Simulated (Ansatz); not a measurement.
`CB1C=C1CF` + `BC[SiH3]` → `BC[SiH2]CF` + `CB1C=C1`  (formal exchange of groups at a C–C bond)

Computed with Ansatz on PBE0-D4/def2-TZVP structures; ΔE is electronic, products minus reactants. CCSD(T)/CBS is the MP2 limit (def2-TZVPP, def2-QZVPP) plus CCSD(T) − MP2 in def2-TZVPP, frozen cores. Each species was taken in one conformer, which may not be the lowest.

`CB1C=C1CF`:

```xyz
12

C     1.270   -1.796   -0.135
B     0.102   -0.814    0.137
C    -1.234   -0.447    0.619
C    -0.487    0.542    0.083
C    -0.581    1.976   -0.198
F     0.563    2.469   -0.793
H     1.050   -2.824    0.155
H     2.165   -1.471    0.405
H     1.536   -1.785   -1.196
H    -2.216   -0.562    1.059
H    -0.744    2.534    0.732
H    -1.423    2.177   -0.869
```

`BC[SiH3]`:

```xyz
10

B     0.542    1.416   -0.194
C     0.509   -0.044   -0.655
Si   -0.674   -0.949    0.521
H    -0.263    2.204   -0.601
H     1.327    1.776    0.636
H     1.456   -0.583   -0.556
H     0.077   -0.207   -1.647
H    -2.046   -0.387    0.426
H    -0.718   -2.385    0.141
H    -0.210   -0.842    1.928
```

`BC[SiH2]CF`:

Cartesian coordinates in Å:
```
B -0.426 -2.266 -0.043
C 0.030 -0.969 0.633
Si -0.202 0.428 -0.618
C 0.424 2.044 0.151
F 1.751 1.906 0.546
H 0.331 -2.896 -0.725
H -1.563 -2.633 0.042
H 1.099 -0.920 0.864
H -0.564 -0.667 1.501
H 0.557 0.155 -1.865
H -1.637 0.630 -0.956
H -0.166 2.318 1.032
H 0.365 2.871 -0.564
```

`CB1C=C1`:

Cartesian coordinates in Å:
```
C 1.344 0.601 -0.027
B -0.071 -0.031 0.027
C -0.994 -1.175 0.133
C -1.541 0.042 -0.040
H 1.668 0.640 -1.073
H 1.359 1.628 0.344
H 2.091 0.016 0.514
H -1.327 -2.198 0.251
H -2.529 0.476 -0.129
```

| species | HF/def2-QZVPP energy (Eh) |
| --- | --- |
| `CB1C=C1CF` | -279.16751 |
| `BC[SiH3]` | -355.59201 |
| `BC[SiH2]CF` | -493.54254 |
| `CB1C=C1` | -141.21270 |

Work out ΔE.

ΔE = (-493.54254) + (-141.21270) − (-279.16751) − (-355.59201) = 0.00428 Eh = +2.7 kcal/mol. CCSD(T)/CBS gives +1.0 kcal/mol.

Largest T1 diagnostic among the species: 0.011.

In def2-TZVPP, CCSD(T) changes the Hartree–Fock value by −1.0 kcal/mol (the triples alone add −0.0 kcal/mol) and MP2 by −0.8 kcal/mol.
